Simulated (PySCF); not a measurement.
# Partial charges of `C#C[Si@@H]1[SiH2][C@H](CC)[C@H]1F`

Compound: C6H11FSi2.
Cartesian coordinates in Å at the GFN2-xTB level; atoms count from 1:
```xyz
20
C6H11FSi2 angstrom
C      4.321   -0.685    0.181
C      3.374   -0.170   -0.354
Si     1.895    0.635   -1.122
Si     0.253    1.566    0.250
C     -0.718    0.113   -0.578
C     -1.589   -0.766    0.312
C     -2.762    0.005    0.902
C      0.437   -0.656   -1.256
F      0.100   -1.031   -2.551
H      5.152   -1.142    0.638
H      2.313    1.135   -2.435
H     -0.353    2.880    0.011
H      0.385    1.401    1.703
H     -1.349    0.511   -1.381
H     -0.977   -1.172    1.123
H     -1.968   -1.612   -0.270
H     -2.403    0.840    1.501
H     -3.365   -0.642    1.536
H     -3.397    0.398    0.111
H      0.643   -1.597   -0.733
```

Density: PBE0/pcSseg-1 (PySCF); schemes: Mulliken, IAO, Hirshfeld and ESP-fitted. Geometry: GFN2-xTB, one conformer, isolated molecule.

Q: Tabulate the Mulliken, IAO, Hirshfeld and ESP-fitted charges.

A: In e; atoms taken as equivalent share a row and are averaged (×n: the atom named and its like, n in all):

| atom | environment | Mulliken | IAO | Hirshfeld | ESP-fitted |
| --- | --- | --- | --- | --- | --- |
| C1 | terminal alkyne carbon | -0.196 | -0.188 | -0.085 | -0.381 |
| C2 | alkyne carbon | -0.182 | -0.317 | -0.161 | -0.095 |
| Si3 | SiH silicon | +0.526 | +0.599 | +0.282 | +0.214 |
| Si4 | SiH2 silicon | +0.347 | +0.418 | +0.248 | +0.115 |
| C5 | sp3 carbon bound to silicon | -0.561 | -0.375 | -0.117 | -0.191 |
| C6 | chain CH2 carbon | -0.223 | -0.241 | -0.068 | +0.192 |
| C7 | methyl carbon | -0.262 | -0.414 | -0.116 | -0.390 |
| C8 | sp3 C–F carbon | +0.031 | -0.067 | -0.023 | +0.157 |
| F9 | alkyl fluorine | -0.339 | -0.328 | -0.131 | -0.273 |
| H10 | alkyne hydrogen | +0.066 | +0.204 | +0.098 | +0.314 |
| H11 | Si–H hydrogen | -0.023 | -0.080 | -0.058 | -0.020 |
| H12 | Si–H hydrogen | -0.036 | -0.093 | -0.072 | -0.048 |
| H13 | Si–H hydrogen | -0.032 | -0.093 | -0.068 | -0.030 |
| H14 | methine hydrogen | +0.159 | +0.154 | +0.039 | +0.107 |
| H15 | methylene hydrogen | +0.118 | +0.126 | +0.035 | -0.015 |
| H16 | methylene hydrogen | +0.130 | +0.137 | +0.039 | -0.002 |
| H17/H18/H19 | methyl hydrogen | +0.117 | +0.138 | +0.040 | +0.099 |
| H20 | methine hydrogen | +0.127 | +0.142 | +0.039 | +0.048 |

Mean size of the charges over all atoms: IAO 0.219 e, Mulliken 0.185 e, ESP-fitted 0.144 e, Hirshfeld 0.090 e. Each set sums to the total charge, 0, to within 0.001 e. The Mulliken scheme counts on each atom the diagonal of the density matrix times the overlap matrix over that atom's basis functions. The IAO scheme counts the electrons in orthogonalised intrinsic atomic orbitals, a minimal basis polarised so that it spans the occupied orbitals exactly.

Lowest charge. The schemes don't all agree: Mulliken C5 (-0.561); IAO C7 (-0.414); Hirshfeld C2 (-0.161); ESP-fitted C7 (-0.390).

Highest charge. The schemes don't all agree: Mulliken Si3 (+0.526); IAO Si3 (+0.599); Hirshfeld Si3 (+0.282); ESP-fitted H10 (+0.314).

Q: Sum the charges by element, for elements with more than one atom.

A: 
```
element  atoms  Mulliken     IAO  Hirshfeld  ESP-fitted
      C      6    -1.393  -1.601     -0.570      -0.706
     Si      2    +0.873  +1.016     +0.529      +0.329
      H     11    +0.859  +0.913     +0.171      +0.651
```

Q: How closely do the schemes follow one another over all atoms?

A: Correlation coefficient and root-mean-square difference: IAO with Hirshfeld 0.96, 0.154 e; Mulliken with IAO 0.95, 0.080 e; Mulliken with Hirshfeld 0.89, 0.147 e; IAO with ESP-fitted 0.71, 0.184 e; Mulliken with ESP-fitted 0.67, 0.180 e; Hirshfeld with ESP-fitted 0.66, 0.139 e.

Q: How many electrons does the IAO scheme count on F9?

A: Z − q = 9 − (-0.328) = 9.328.
